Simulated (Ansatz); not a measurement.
The molecule MgP+, multiplicity 5 (an upper state: multiplicity 3 came lower at CCSD(T)/def2-TZVPP on PBE0 minima).

Seven points along R, fitted to fifth degree in 1/R; most abundant isotopes. Runs in def2 and cc sets follow the lowest solution found near the PBE0 minimum.

Correlated levels freeze the inner cores; with def2 sets outer-core shells near the valence are correlated too.

Run with Ansatz (an electronic-structure program) with Gaussian orbitals. 

Energies at CCSD/def2-TZVPP:

```
R (Å)       E (hartree)
--------  -------------
2.956195  -540.34492719
3.035662  -540.34547705
3.108773  -540.34579415
3.191419  -540.34598790
3.274065  -540.34605217
3.369426  -540.34601278
3.480681  -540.34586668
```

Question: With a reduced mass of 13.5175 u, find the minimum, the force constant and the constants.

Answer: A fifth-degree polynomial in 1/R puts the minimum at r_e = 3.2855 Å with force constant 5.60 N/m. Then ω_e = (1/2πc)√(k/μ) = 84 cm⁻¹ and B_e = h/(8π²cμr_e²) = 0.1155 cm⁻¹; the cubic and quartic terms give α_e = 0.0035 and ω_e x_e = 2.6 cm⁻¹.
